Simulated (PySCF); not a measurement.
C2H5ClO2Si, SMILES CC(=O)O[SiH2]Cl. Atoms are numbered in the order given.

```xyz
11

Si     1.1489    -0.4053    -0.4681
Cl     1.7212     1.0895     0.8170
O     -0.4645    -0.1811    -0.9511
C     -1.4577    -0.3932    -0.0608
C     -2.8111    -0.1582    -0.6529
O     -1.2303    -0.7278     1.0705
H      1.3363    -1.7301     0.1646
H      1.9047    -0.2578    -1.7324
H     -2.8804     0.8826    -1.0019
H     -3.5859    -0.3598     0.0944
H     -2.9488    -0.8029    -1.5331
```

Coordinates come from a PBE0-D3(BJ)/def2-SVP optimisation. One conformer was computed; it need not be the lowest.

Method: SMD-B3LYP/def2-SVP run with PySCF.

Solvation free energies are E(SMD) − E(gas) at the gas-phase geometry, for 1 M in both phases. In vacuum the dipole moment is 2.37 D.

```csv
solvent,ΔG(solv) (kcal/mol),its non-electrostatic (CDS) part,dipole (D)
water,-1.9,4.3,3.19
methanol,-4.5,1.5,3.16
acetonitrile,-4.8,-0.9,2.99
```
